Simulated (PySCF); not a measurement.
## MB cations for M along the alkaline earths

CCSD(T) with double-zeta basis sets in PySCF, for the lowest determinant that a PBE0 search found; no spin–orbit coupling. De refers to high-spin ground-configuration atoms (the charge goes to the atom of lower measured ionisation energy or higher electron affinity, which is not always the lowest computed limit).

| M | basis | reference, frozen orbitals | charged atom | state (unpaired electrons) | Re (Å) | ωe (cm⁻¹) | De (eV) |
| --- | --- | --- | --- | --- | --- | --- | --- |
| Be | def2-SVPD | RHF, 1 | B+ | singlet (closed shell) | 2.223 | 452 | 1.52 |
| Mg | cc-pVDZ | RHF, 2 | Mg+ | singlet (closed shell) | 2.600 | 342 | 1.60 |
| Ca | x2c-SVPall | UHF, 6 | Ca+ | triplet (σ ↑, π ↑) | 2.556 | 350 | 0.54 |
| Sr | def2-SVP | UHF, 1 | Sr+ | triplet (σ ↑, π ↑) | 2.670 | 343 | 0.57 |

The shortest bond is that of BeB⁺ (2.223 Å), the longest that of SrB⁺ (2.670 Å).

The rows differ in basis set, which adds steps of its own.

The state changes along the series, so neighbouring rows are not always alike in their bonding.

Correlated steps freeze the inner cores (1 to 6 orbitals); shallow outer-core shells are correlated. Correlated levels converge slowly with the basis: in double zeta they bind strong bonds too weakly, by up to about 1 eV, and carry superposition errors of some tenths. Spin–orbit coupling is left out. For an ion De counts to the pair picked by the measured ionisation energies or electron affinities, which need not be the lowest pair at this level. Where the molecule has an RHF reference, its open-shell atoms are computed with UHF. The CCSD T1 diagnostic is raised in BeB⁺, a sign that a single reference may not be enough there. States were picked by a PBE0 search and need not be the measured ground states.
